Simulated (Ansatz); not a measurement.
H2Te3 (Te3H2). Charge 0, multiplicity 1. Geometry PBE0-D4/def2-SVP, basis def2-TZVP, Ansatz.

| run | HOMO (eV) | LUMO (eV) |
| --- | --- | --- |
| A | -6.10 | -2.75 |
| B | -5.66 | -3.31 |
| C | -5.74 | -2.99 |
| D | -8.92 | -0.47 |
| E | -5.50 | -3.08 |
| F | -6.64 | -2.37 |

In the def2 sets Te takes a core potential; there is no spin–orbit coupling. LC-ωPBE has ω = 0.4 bohr⁻¹.

The runs used LC-ωPBE, LDA (SPW92), PBE, r2SCAN, r2SCAN0, r2SCANh. Estimate which is which.

A r2SCANh (10 % exact exchange); B LDA (SPW92) (0 % exact exchange); C r2SCAN (0 % exact exchange); D LC-ωPBE (range-separated); E PBE (0 % exact exchange); F r2SCAN0 (25 % exact exchange). Exact exchange lowers occupied and raises empty levels; among semilocal functionals meta-GGAs tend to open the gap a little, and such runs are hard to tell apart. The gap grows from 2.35 eV (LDA (SPW92)) to 8.45 eV (LC-ωPBE).
